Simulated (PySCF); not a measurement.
Ligands exchanged one at a time, Ga SH-H. Gas-phase values, no solvent. One relaxed conformer stands for each flexible species; it need not be the lowest. Strings in code marks are SMILES.

The numbers are results of ωB97X-D3(BJ)/def2-TZVP // B3LYP-D3(BJ)/def2-TZVP (PySCF), not measurements. Delta-SCF ions had no search for a lower state. 

```
species                                                                               vertical ionisation energy (Delta-SCF) (eV)  HOMO–LUMO gap (eV)
------------------------------------------------------------------------------------  -------------------------------------------  ------------------
1 of 3 SH replaced by H (`[SH][GaH][SH]` (H–S–Ga–S torsion 0°, S–Ga–S–H torsion 0°))                                   (withheld)               10.61
2 of 3 SH replaced by H (`[GaH2][SH]`)                                                                                      10.09               10.43
3 of 3 SH replaced by H (`[GaH3]`)                                                                                          11.47               11.19
```

Fill in the missing entries.


- 1 of 3 SH replaced by H (`[SH][GaH][SH]` (H–S–Ga–S torsion 0°, S–Ga–S–H torsion 0°)), vertical ionisation energy (Delta-SCF) (eV): 10.03
